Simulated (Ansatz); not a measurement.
Calculated with Ansatz (gas phase, PBE0-D4/def2-TZVP geometries, no zero-point term in ΔE). CBS: MP2 limit from def2 TZ/QZ plus the TZ coupled-cluster correction, frozen cores. Functionals use def2-TZVPP. For Ge outer-core shells are correlated without core-valence functions, which leaves a few kJ/mol of doubt a bond. Scalar relativity is left out up to krypton.

`[CH3][Ge]([Cl])([Cl])[Cl]` + `C[SiH]([GeH3])C#N` → `N#[C][Ge]([Cl])([Cl])[Cl]` + `C[SiH](C)[GeH3]`  (redistribution)

`[CH3][Ge]([Cl])([Cl])[Cl]`:

```xyz
8

C    -0.157    0.865    0.697
Ge    0.113   -0.620   -0.500
Cl   -0.961   -0.352   -2.326
Cl    2.177   -0.854   -0.995
Cl   -0.551   -2.452    0.374
H     0.196    1.776    0.215
H     0.404    0.686    1.614
H    -1.220    0.950    0.921
```

`C[SiH]([GeH3])C#N`:

```xyz
12

C    -1.328    0.632   -1.052
Si   -0.425    0.143    0.505
Ge    1.940    0.066    0.247
C    -0.960   -1.570    0.973
N    -1.265   -2.649    1.240
H    -1.082   -0.048   -1.870
H    -2.408    0.608   -0.895
H    -1.043    1.644   -1.349
H    -0.803    1.004    1.654
H     2.457    1.469   -0.113
H     2.307   -0.902   -0.888
H     2.610   -0.397    1.548
```

`N#[C][Ge]([Cl])([Cl])[Cl]`:

```xyz
6

N    -0.956    2.372    0.223
C    -0.527    1.309    0.124
Ge    0.184   -0.455   -0.043
Cl    0.461   -0.876   -2.092
Cl   -1.189   -1.814    0.808
Cl    2.028   -0.535    0.980
```

`C[SiH](C)[GeH3]`:

```xyz
14

C    -1.775   -0.586    0.135
Si    0.087   -0.563   -0.082
C     0.956   -0.370    1.569
Ge    0.714    1.212   -1.543
H    -2.282   -0.717   -0.823
H    -2.076   -1.406    0.793
H    -2.127    0.350    0.578
H     0.522   -1.843   -0.715
H     0.687   -1.187    2.244
H     2.041   -0.375    1.447
H     0.675    0.571    2.049
H     2.239    1.266   -1.755
H     0.283    2.577   -0.968
H     0.056    1.071   -2.928
```

| level | ΔE (kcal/mol) |
| --- | --- |
| PBE-D4 | 14.5 |
| ωB97M-V | 14.7 |
| r2SCAN | 15.2 |
| PBE0 | 15.0 |

What does CCSD(T)/CBS give? (An estimate is asked.)

Ansatz gave: +15.2 kcal/mol. The listed levels differ from it by -0.7, -0.5, 0.0, -0.2 kcal/mol.

Largest T1 diagnostic among the species: 0.012.

In def2-TZVPP, CCSD(T) changes the Hartree–Fock value by −2.0 kcal/mol (the triples alone add −0.3 kcal/mol) and MP2 by −1.6 kcal/mol.
